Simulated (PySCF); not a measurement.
PySCF input for CH₁₂N₂Si₃, SMILES N[SiH2]C(N)([SiH3])[SiH3], TDA-LC-ωPBE/def2-SVPD. Coordinates come from a PBE0-D3(BJ)/def2-SVP optimisation. The geometry has at least one imaginary mode, so it is a saddle point at that level. This is a generated structure with no PubChem entry under its InChIKey; it may be hypothetical. The values are those of a single conformer.

```python
import numpy as np
from pyscf import gto, scf, dft, tdscf

mol = gto.M(
    atom='''
    N     2.59156922    0.10266046   -0.34641756
    Si    1.21130354    0.95033492    0.27402287
    C    -0.30378484   -0.18741605    0.27029791
    N    -0.25220705   -1.20758081    1.34282553
    Si   -1.91138648    0.78557038    0.49757699
    Si   -0.39832246   -1.10330056   -1.38814476
    H     3.24879415    0.58765387   -0.94504634
    H     3.05299840   -0.63065983    0.17831683
    H     1.37352089    1.39869547    1.70111001
    H     1.04200027    2.14779282   -0.60517466
    H     0.54491640   -1.83241027    1.22585286
    H    -0.15331024   -0.77364965    2.26074123
    H    -2.05526783    1.81296271   -0.58018000
    H    -1.87645087    1.49031096    1.82009970
    H    -3.09194829   -0.12802476    0.48126708
    H     0.62592947   -2.19200567   -1.40755309
    H    -1.74533679   -1.72442378   -1.58126622
    H    -0.14099594   -0.15376973   -2.51318186
    ''',
    basis='def2-SVPD',
    charge=0,
    spin=0,
    max_memory=1600,
    verbose=4,
)
mf = dft.RKS(mol, xc='lc_wpbe').density_fit(auxbasis='def2-universal-jkfit')
mf.grids.level = 3
mf.conv_tol = 1e-9
mf.max_cycle = 100
mf.kernel()
mf.grids = dft.Grids(mol).set(level=1).build(with_non0tab=True)  # coarser grid for the response kernel
td = tdscf.TDA(mf)
td.singlet = True
td.nstates = 6
td.conv_tol = 1e-4
td.positive_eig_threshold = 1e-6
td.kernel(x0=td.get_init_guess(mf, 11))
td.analyze()
tt = tdscf.TDA(mf)
tt.singlet = False
tt.nstates = 2
tt.conv_tol = 1e-4
tt.positive_eig_threshold = 1e-6
tt.kernel(x0=tt.get_init_guess(mf, 7))
tt.analyze(verbose=3)
```

It prints:

```
PySCF version 2.14.0

[INPUT] verbose = 4
[INPUT] num. atoms = 18
[INPUT] num. electrons = 74
[INPUT] charge = 0
[INPUT] spin (= nelec alpha-beta = 2S) = 0
[INPUT] symmetry False subgroup None
[INPUT] Mole.unit = angstrom
[INPUT] Symbol           X                Y                Z      unit          X                Y                Z       unit  Magmom
[INPUT]  1 N      2.591569220000   0.102660460000  -0.346417560000 AA    4.897356058653   0.194000153222  -0.654634313140 Bohr   0.0
[INPUT]  2 Si     1.211303540000   0.950334920000   0.274022870000 AA    2.289031944316   1.795872725410   0.517828176167 Bohr   0.0
[INPUT]  3 C     -0.303784840000  -0.187416050000   0.270297910000 AA   -0.574070148395  -0.354165005848   0.510789021942 Bohr   0.0
[INPUT]  4 N     -0.252207050000  -1.207580810000   1.342825530000 AA   -0.476602251184  -2.281997004180   2.537572484774 Bohr   0.0
[INPUT]  5 Si    -1.911386480000   0.785570380000   0.497576990000 AA   -3.611996965396   1.484512869771   0.940284236985 Bohr   0.0
[INPUT]  6 Si    -0.398322460000  -1.103300560000  -1.388144760000 AA   -0.752720358663  -2.084935891479  -2.623213417650 Bohr   0.0
[INPUT]  7 H      3.248794150000   0.587653870000  -0.945046340000 AA    6.139331178589   1.110504870341  -1.785878757623 Bohr   0.0
[INPUT]  8 H      3.052998400000  -0.630659830000   0.178316830000 AA    5.769330834735  -1.191774356465   0.336969972101 Bohr   0.0
[INPUT]  9 H      1.373520890000   1.398695470000   1.701110010000 AA    2.595578308469   2.643151369970   3.214632026656 Bohr   0.0
[INPUT] 10 H      1.042000270000   2.147792820000  -0.605174660000 AA    1.969095132023   4.058740202107  -1.143614364927 Bohr   0.0
[INPUT] 11 H      0.544916400000  -1.832410270000   1.225852860000 AA    1.029742756784  -3.462753558140   2.316526174415 Bohr   0.0
[INPUT] 12 H     -0.153310240000  -0.773649650000   2.260741230000 AA   -0.289714365691  -1.461985954866   4.272181763212 Bohr   0.0
[INPUT] 13 H     -2.055267830000   1.812962710000  -0.580180000000 AA   -3.883893311329   3.426002995949  -1.096381302950 Bohr   0.0
[INPUT] 14 H     -1.876450870000   1.490310960000   1.820099700000 AA   -3.545978230502   2.816279554838   3.439489952403 Bohr   0.0
[INPUT] 15 H     -3.091948290000  -0.128024760000   0.481267080000 AA   -5.842935459417  -0.241931733563   0.909462973969 Bohr   0.0
[INPUT] 16 H      0.625929470000  -2.192005670000  -1.407553090000 AA    1.182835271594  -4.142290379794  -2.659889845885 Bohr   0.0
[INPUT] 17 H     -1.745336790000  -1.724423780000  -1.581266220000 AA   -3.298208528228  -3.258688666887  -2.988160085826 Bohr   0.0
[INPUT] 18 H     -0.140995940000  -0.153769730000  -2.513181860000 AA   -0.266443711276  -0.290582675948  -4.749225416625 Bohr   0.0

nuclear repulsion = 470.25416015803
number of shells = 102
number of NR pGTOs = 336
number of NR cGTOs = 228
basis = def2-SVPD
ecp = {}


[settings echo left out]
init E= -1022.71788227443
  HOMO = -0.258088970301578  LUMO = 0.00947491315443783  gap/eV = 7.28078
cycle= 1 E= -1022.52919662718  delta_E= 0.189  |g|= 0.437  |ddm|=  5.6
  HOMO = -0.313378666211827  LUMO = 0.0640718302980088  gap/eV = 10.27095
cycle= 2 E= -1022.56626079026  delta_E= -0.0371  |g|= 0.31  |ddm|= 1.89
  HOMO = -0.347636657068794  LUMO = 0.0616534480597295  gap/eV = 11.13735
cycle= 3 E= -1022.58616739936  delta_E= -0.0199  |g|= 0.0653  |ddm|= 0.569
  HOMO = -0.340644211788901  LUMO = 0.0665449499131889  gap/eV = 11.08018
cycle= 4 E= -1022.5874454209  delta_E= -0.00128  |g|= 0.0124  |ddm|= 0.216
  HOMO = -0.341432900361706  LUMO = 0.0660710222667253  gap/eV = 11.08875
cycle= 5 E= -1022.5875108726  delta_E= -6.55e-05  |g|= 0.00303  |ddm|= 0.0905
  HOMO = -0.341682026518173  LUMO = 0.0660170970199894  gap/eV = 11.09406
cycle= 6 E= -1022.58751449785  delta_E= -3.63e-06  |g|= 0.00157  |ddm|= 0.0245
  HOMO = -0.341611072759002  LUMO = 0.0660405230886627  gap/eV = 11.09276
cycle= 7 E= -1022.58751537524  delta_E= -8.77e-07  |g|= 0.000317  |ddm|= 0.00846
  HOMO = -0.341643411392655  LUMO = 0.0660221543997666  gap/eV = 11.09315
cycle= 8 E= -1022.58751545034  delta_E= -7.51e-08  |g|= 0.000116  |ddm|= 0.00462
  HOMO = -0.341644590915588  LUMO = 0.0660273799869322  gap/eV = 11.09332
cycle= 9 E= -1022.58751543015  delta_E= 2.02e-08  |g|= 3.41e-05  |ddm|= 0.00131
  HOMO = -0.341638519317614  LUMO = 0.06602703883547  gap/eV = 11.09314
cycle= 10 E= -1022.58751543102  delta_E= -8.73e-10  |g|= 1.93e-05  |ddm|= 0.000289
  HOMO = -0.341643513976098  LUMO = 0.0660267975389215  gap/eV = 11.09327
Extra cycle  E= -1022.58751543103  delta_E= -7.73e-12  |g|= 1.71e-05  |ddm|= 7.74e-05
converged SCF energy = -1022.58751543103
tot grids = 64320
Overwritten attributes  positive_eig_threshold  of <class 'pyscf.tdscf.rks.TDA'>


******** <class 'pyscf.tdscf.rks.TDA'> for <class 'pyscf.df.df_jk.DFRKS'> ********
nstates = 6 singlet
deg_eia_thresh = 1.000e-03
wfnsym = None
conv_tol = 0.0001
eigh lindep = 1e-12
eigh level_shift = 0
eigh max_cycle = 100


Excitation energies (eV)
[6.14431111 6.70150907 7.21382869 7.3209524  7.67775362 7.78765474]

** Singlet excitation energies and oscillator strengths **
Excited State   1:      6.14431 eV    201.79 nm  f=0.0015
      37 -> 38        0.56730
      37 -> 39        0.17494
      37 -> 40       -0.20439
      37 -> 43       -0.21631
Excited State   2:      6.70151 eV    185.01 nm  f=0.0051
      36 -> 38        0.33894
      37 -> 38       -0.20462
      37 -> 39        0.45136
      37 -> 40       -0.16609
      37 -> 42        0.16551
      37 -> 43       -0.10876
      37 -> 45        0.13293
Excited State   3:      7.21383 eV    171.87 nm  f=0.0294
      36 -> 38        0.49913
      36 -> 39       -0.12834
      37 -> 39       -0.23371
      37 -> 41        0.18640
      37 -> 42       -0.16953
      37 -> 44        0.12656
      37 -> 50        0.11423
Excited State   4:      7.32095 eV    169.36 nm  f=0.0220
      37 -> 39       -0.27081
      37 -> 41       -0.37173
      37 -> 42        0.17438
      37 -> 43       -0.40381
      37 -> 45        0.11639
      37 -> 47        0.14852
Excited State   5:      7.67775 eV    161.48 nm  f=0.0773
      36 -> 38        0.11769
      37 -> 38        0.14977
      37 -> 39        0.10081
      37 -> 40        0.17260
      37 -> 41       -0.19561
      37 -> 42        0.12537
      37 -> 43        0.10842
      37 -> 44       -0.13505
      37 -> 45       -0.37031
      37 -> 46       -0.28012
      37 -> 47        0.14558
      37 -> 53        0.10776
Excited State   6:      7.78765 eV    159.21 nm  f=0.0468
      37 -> 39       -0.12844
      37 -> 40       -0.46142
      37 -> 43        0.18292
      37 -> 45       -0.18537
      37 -> 46        0.11556
      37 -> 47        0.28360
      37 -> 48       -0.13280
      37 -> 59        0.10124

** Transition electric dipole moments (AU) **
state          X           Y           Z        Dip. S.      Osc.
  1         0.0733      0.0509     -0.0412      0.0097      0.0015
  2         0.1013      0.1047      0.0980      0.0308      0.0051
  3         0.2844      0.2663      0.1206      0.1663      0.0294
  4         0.3113      0.1568      0.0334      0.1226      0.0220
  5         0.4545      0.2597      0.3698      0.4108      0.0773
  6        -0.4837     -0.0551     -0.0901      0.2451      0.0468

** Transition velocity dipole moments (imaginary part, AU) **
state          X           Y           Z        Dip. S.      Osc.
  1         0.0281      0.0173     -0.0092      0.0012      0.0035
  2         0.0501      0.0468      0.0238      0.0053      0.0143
  3         0.0821      0.0612      0.0596      0.0140      0.0353
  4         0.0891      0.0496      0.0039      0.0104      0.0258
  5         0.0985      0.0703      0.0628      0.0186      0.0439
  6        -0.1489     -0.0267     -0.0259      0.0235      0.0548

** Transition magnetic dipole moments (imaginary part, AU) **
state          X           Y           Z
  1         0.1843     -0.8298     -0.2559
  2         0.3763      0.5452     -0.9574
  3         0.0581      0.6123     -0.5391
  4         0.0414     -0.0103      0.1971
  5         0.2575     -0.3235     -0.0183
  6        -0.2515     -0.0107     -0.0210


******** <class 'pyscf.tdscf.rks.TDA'> for <class 'pyscf.df.df_jk.DFRKS'> ********
nstates = 2 triplet
deg_eia_thresh = 1.000e-03
wfnsym = None
conv_tol = 0.0001
eigh lindep = 1e-12
eigh level_shift = 0
eigh max_cycle = 100


Excitation energies (eV)
[5.76439492 6.31328323]

** Triplet excitation energies and oscillator strengths **
Excited State   1:      5.76439 eV    215.09 nm  f=0.0000
Excited State   2:      6.31328 eV    196.39 nm  f=0.0000
```

The run converged.

Cost: about 8 core-minutes (a rough figure).
